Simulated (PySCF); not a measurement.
B₂H₄, SMILES BB. Heavy atoms are numbered as in [BH2:1][BH2:2]. Hydrogens are named by the atom that carries them.

Geometry: B3LYP-D3(BJ)/def2-TZVP.

Level of theory: PySCF with KT2/pcSseg-2.

GIAO shieldings, no solvent; atoms alike by connectivity are averaged. δ = σ(ref) − σ: ¹¹B against BF3 (σ = 89.2 ppm); ¹H against TMS (σ = 31.47 ppm), references at their B3LYP-D3(BJ)/def2-TZVP geometries, non-relativistic.

Computed chemical shifts:
| nucleus | atoms | count | δ (ppm) |
|---|---|---|---|
| ¹¹B | B1 (BH2) | 2 | 94.9 |
| ¹H | H on B1 | 4 | 9.94 |
